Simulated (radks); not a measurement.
Results of a calculation; reference values are marked as such.
Problem. The samarium ion Sm4+ is in [Xe] 4f4. Level of theory: non-relativistic Kohn-Sham, PBE, spin-polarised, spherical densities, point nucleus (a radial shooting solver on a logarithmic mesh with Libxc functionals). Open shells are filled with parallel spins first. One electron is removed from 4d, 4f, 5s, 5p in turn, with full relaxation. Which removal costs least, and what does each cost?

Solution. 4f 68.792 eV; 5p 69.902 eV; 5s 87.532 eV; 4d 194.09 eV. The 4f electron leaves first.
